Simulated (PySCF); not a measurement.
This PySCF input asks for the NMR shieldings of `C=N[Si@H]1SC=C(C)S1`, C4H7NS2Si; the geometry comes from GFN2-xTB.

```python
import basis_set_exchange as bse
import numpy as np
from pyscf import gto, dft
from pyscf.prop import nmr

atoms = """
C     3.695239   -0.679108   -0.354619
N     2.446138   -0.690249   -0.365331
Si    1.239939    0.521467   -0.277654
S    -0.064548    0.272347   -1.956220
C    -1.489815   -0.132017   -1.023981
C    -1.530441   -0.261273    0.298307
C    -2.764291   -0.621032    1.059382
S    -0.093937   -0.023561    1.302850
H     4.305221    0.223172   -0.281206
H     4.229192   -1.621993   -0.421858
H     1.594794    1.930351   -0.145313
H    -2.364325   -0.281303   -1.634914
H    -3.607218   -0.747544    0.384840
H    -2.603332   -1.546360    1.611107
H    -2.997029    0.159438    1.782698
"""
names = dict.fromkeys(["C", "N", "Si", "S", "H"], "pcSseg-1")
basis = {el: gto.basis.parse(bse.get_basis(n, elements=[el], fmt="nwchem")) for el, n in names.items()}
mol = gto.M(atom=atoms, basis=basis, charge=0, verbose=0)
mf = dft.RKS(mol, xc="PBE0")
mf.grids.level = 2
mf.grids.alignment = dft.numint.BLKSIZE   # the property module wants whole blocks of grid points
mf.conv_tol = 1e-9
mf.kernel()

calc = nmr.RKS(mf)   # GIAO
C = mf.mo_coeff
Co = C[:, mf.mo_occ > 0]
resp = mf.gen_response(singlet=True, hermi=2)
def vind(x):   # induced exchange potential for any number of trial vectors
    d = np.einsum("pi,xij,qj->xpq", C, 2 * x.reshape(-1, C.shape[1], Co.shape[1]), Co, optimize=True)
    return np.einsum("xpq,pi,qj->xij", resp(d - d.transpose(0, 2, 1)), C, Co, optimize=True).ravel()
mo1, _ = nmr.rhf.solve_mo1(calc, with_cphf=vind)
sigma = calc.kernel(mo1)
for i, s in enumerate(sigma):   # ppm
    print("%2d %-2s %9.2f" % (i, mol.atom_pure_symbol(i), np.trace(s) / 3))
```

Q: What are the results?

A: 
```
 0 C      12.94
 1 N    -157.85
 2 Si    334.90
 3 S     531.55
 4 C      66.27
 5 C      45.18
 6 C     162.45
 7 S     512.00
 8 H      22.99
 9 H      23.07
10 H      24.66
11 H      26.04
12 H      29.64
13 H      29.57
14 H      29.57
```

These numbers come from an equivalent density-fitted implementation of the same equations, which agrees with the script to about 0.01 ppm for H and up to a few tenths of a ppm for heavy atoms, so last digits may differ.

Q: Turn these shieldings into chemical shifts. Chemical shifts δ = σref − σ; TMS for 13C (186.93 ppm), 29Si (349.16 ppm), 1H (31.72 ppm); 15N (267.73 ppm) against NH3; CS2 for 33S (503.73 ppm), all at this level.

A: Averaging equivalent atoms: C 0: 174.0; C 5: 141.7; C 4: 120.7; C 6: 24.5; N 1: 425.6; Si 2: 14.3; S 7: -8; S 3: -28; H 8: 8.73; H 9: 8.65; H 10: 7.06; H 11: 5.68; H 12/13/14: 2.13 ppm. Experimental scales use liquid or dissolved standards, which lie at an offset from isolated NH3 (liquid NH3: subtract about 20 ppm). Unscaled 15N shifts of sp2 nitrogen come out 20 to 40 ppm too high even then.

Size and cost of the density-fitted run: 192 basis functions, 76 s wall time on 1 thread of an Arm Neoverse N1, shared host; peak memory 0.85 GiB.
